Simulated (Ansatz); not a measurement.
Coupled-cluster diagnostics for [SnH5]- (SnH5⁻), Ansatz.

Geometry of the singlet (PBE0-D4/def2-TZVPD):

Cartesian coordinates in Å:
```
Sn 0.000 0.000 0.000
H -0.795 -0.242 -1.682
H 0.796 0.242 1.682
H -0.960 1.463 0.244
H 1.589 0.103 -0.766
H -0.629 -1.566 0.522
```

In the def2 sets Sn takes a core potential; there is no spin–orbit coupling. Correlated methods freeze 4 core orbitals; core or outer-core shells of Sn are correlated, in sets that lack core-valence functions.

Q: Estimate the CCSD(T) correlation energy, the shares of MP2 and (T), T1 and the reference's ⟨S²⟩ for: charge -1, singlet, own geometry in def2-TZVPPD; charge 0, doublet, vertical in def2-TZVPPD; and the rough time on 4 threads of Arm Neoverse V2 on a shared host.

A: 
```tsv
state	basis	correlation (eV)	MP2 share (%)	(T) share (%)	T1	⟨S²⟩ (pure)	wall time
charge -1, singlet, own geometry	def2-TZVPPD	-11.489	91.5	2.5	0.014	0.00 (0.00)	7 s
charge 0, doublet, vertical	def2-TZVPPD	-11.028	91.3	2.8	0.019	0.84 (0.75)	24 s
```
Customary marks for T1 are 0.02 (closed shells), 0.045 (open shells) and about 0.05 (3d metals). T1 stays under 0.02 throughout.
